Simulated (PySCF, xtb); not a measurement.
C₃H₇NSi, SMILES NC=C=C[SiH3].

xtb with GFN2-xTB at its own geometry gives an orbital gap of 3.45 eV and a dipole moment of 1.56 D.

Coordinates come from a PBE0-D3(BJ)/def2-SVP optimisation. The structure was generated by enumeration; whether it is a known compound was not checked. One conformer was computed; it need not be the lowest.

Problem. What does PBE0/def2-TZVP in PySCF give? (Estimate from the structure and the level; the computed values follow.)

Solution. gap 5.58 eV (levels -5.96 and -0.38 eV), dipole 2.15 D.
